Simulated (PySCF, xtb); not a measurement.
H₄Pb, SMILES [PbH4].

GFN2-xTB (xtb) at its own geometry gives an orbital gap of 5.91 eV and a dipole moment of 0.00 D.

Geometry: PBE0-D3(BJ)/def2-TZVPD. The def2 effective core potentials stand for the cores of Pb; spin–orbit coupling is left out.

Question: What does ωB97X/def2-TZVPD run with PySCF give? (The exact figures need the calculation; the answer reports its results.)

Answer: gap 12.30 eV (levels -11.27 and 1.03 eV), dipole 0.00 D.
